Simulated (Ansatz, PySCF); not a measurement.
B(Br)2(NH2) (BBr2H2N), SMILES BrB(Br)N.

Geometry: B3LYP-D3(BJ)/def2-SVP. One conformer was computed; it need not be the lowest.

Vertical ionisation energy (IE) and electron affinity (EA) in eV. Rows of orbital energies are one-electron estimates. Where ΔSCF, EOM or ADC give a negative EA the extra electron is unbound and the value depends on the basis.

```csv
level,IE,EA
"−ε(HOMO), −ε(LUMO), HF/def2-TZVP (PySCF)",?,?
"−ε(HOMO), −ε(LUMO), PBE/def2-TZVP (PySCF)",6.83,1.16
"ΔSCF, PBE0/def2-SVPD (Ansatz), final states of multiplicity 2 and 2",10.30,-0.87
"ΔSCF, PBE/def2-SVPD (Ansatz), final states of multiplicity 2 and 2",9.86,-0.71
```

### Question
Fill in the missing entries. (An estimate is asked for; the answer gives what the named calculation found.)

### Answer

- −ε(HOMO), −ε(LUMO), HF/def2-TZVP (PySCF), IE: 11.04
- −ε(HOMO), −ε(LUMO), HF/def2-TZVP (PySCF), EA: -3.13

### Question
What vertical singlet–triplet gap does ΔSCF give with PBE0/def2-SVPD (Ansatz, a first-principles code) and with PBE/def2-SVPD (Ansatz)? (The exact figures need the calculation; the answer reports its results.)

### Answer
5.80 and 5.46 eV (triplet above singlet where positive).
